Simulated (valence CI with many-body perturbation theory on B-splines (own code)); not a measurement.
**Which ion has this spectrum?**

A relativistic CI+MBPT calculation for an atom or ion with 24 electrons gives these levels (cm⁻¹):

| J | Parity | E | g |
| --- | --- | --- | --- |
| 4 | even | 0 | 1.28 |
| 2 | even | 49921 | 1.30 |
| 0 | even | 154566 |  |
| 3 | even | 250493 | 1.38 |
| 4 | even | 269819 | 1.16 |
| 1 | even | 281957 | 1.33 |
| 5 | even | 322768 | 1.12 |
| 6 | even | 323060 | 1.11 |
| 2 | even | 364826 | 0.95 |
| 3 | even | 373297 | 1.05 |
| 0 | even | 445252 |  |
| 2 | even | 456904 | 1.12 |
| 4 | even | 459704 | 1.04 |
| 1 | even | 464322 | 1.10 |

The energies are calculated, and their last digits are not significant.

(1) Which is it?
A. Gd40+
B. Sm38+
C. Ho43+
D. Tb41+

## Answers

(1) D. Tb41+, ground level (3d3/2^4 3d5/2^2) J=4.
